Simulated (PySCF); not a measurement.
# Static response to an electric field

Compound: C5H8F2.
Cartesian coordinates in Å at the GFN2-xTB level; atoms count from 1:
```xyz
15
C5H8F2 angstrom
C     -0.6698    1.2474   -0.8478
C     -0.3780    0.1090    0.1309
C     -1.1520   -1.1509   -0.2597
C      1.0927   -0.1854    0.1340
C      1.8642   -0.0820    1.1941
F      1.4701    0.2914    2.4097
F      3.1718   -0.3372    1.2166
H     -0.3700    0.9676   -1.8551
H     -1.7332    1.4721   -0.8535
H     -0.1282    2.1461   -0.5630
H     -0.6815    0.4163    1.1358
H     -0.9513   -1.9567    0.4420
H     -0.8640   -1.4795   -1.2556
H     -2.2200   -0.9489   -0.2576
H      1.5447   -0.5013   -0.7928
```

Level: PBE0/def2-SVPD (PySCF), static field, nuclei fixed, core orbitals frozen in the response. The polarisability tensor in these axes (au):

```
x   69.78 -0.09 10.10
y   -0.09 56.95 -0.32
z   10.10 -0.32 64.10
```

Problem. Give the principal values, the mean and the anisotropy Δα = √{½[(α1 − α2)² + (α2 − α3)² + (α1 − α3)²]}.

Solution. Principal values 56.38, 57.02 and 77.44 au; mean 63.61 au = 9.43 Å³ = 10.49 × 10⁻⁴⁰ C²·m²/J; Δα = 20.75 au (33 % of the mean).

Problem. What is the dipole moment, and where does it point?

Solution. (-1.41, -0.03, -1.29) D, 1.91 D in size, pointing from the negative to the positive side. Measured along this direction, the outermost atoms are F7 at the negative end and H9 and H14 at the positive end.

Problem. What depolarisation ratio follows for Rayleigh scattering of linearly polarised light, taking the static tensor?

Solution. ρ = 3Δα²/(45ᾱ² + 4Δα²) = 1291.4/(182087 + 1721.9) = 0.00703.

Problem. In TDDFT the mean static polarisability is Σ f/ω² over all singlet excitations (ω in hartree). How much of it do the 8 lowest give? Their energies (eV) and oscillator strengths: 6.76, 0.0251; 7.53, 0.0001; 7.62, 0.3426; 7.69, 0.0002; 8.18, 0.0142; 8.29, 0.1035; 8.93, 0.0019; 8.97, 0.0106.

Solution. They add up to 6.16 au, 9.7 % of the 63.61 au; the largest single term is 4.37 au, from the state at 7.62 eV. Terms in order: 0.41, 0.00, 4.37, 0.00, 0.16, 1.11, 0.02, 0.10 au. Higher excitations give the rest. The strengths listed sum to 0.498.

Problem. How large is μ²/3kT at 400 K beside α?

Solution. In Gaussian units μ²/3kT = 22.09 Å³ against 9.43 Å³, a ratio of 2.34; the Debye molar polarisation (4π/3)N_A(α + μ²/3kT) is 79.5 cm³/mol, leaving out the vibrational part.

Problem. Give the principal axes and the span of the nuclei along them.

Solution. Largest value along (0.80, -0.01, 0.60), where the nuclei span 5.18 Å; middle along (0.21, 0.95, -0.25), 4.30 Å; least along (-0.57, 0.33, 0.76), 3.02 Å. The response follows the extents in order.

Problem. Give the eigenvalues of the traceless quadrupole moment Θ = ½Σq(3rr − r²1), origin at the centre of nuclear charge.

Solution. -2.76, 0.98, 1.78 D·Å. The values depend on the origin, since the dipole doesn't vanish. The electronic extent ⟨r²⟩ about the same centre is 942 bohr², a root-mean-square distance of 2.17 Å for the 56 electrons.

The structure is a single GFN2-xTB conformer in the gas phase; no vibrational or solvent corrections.
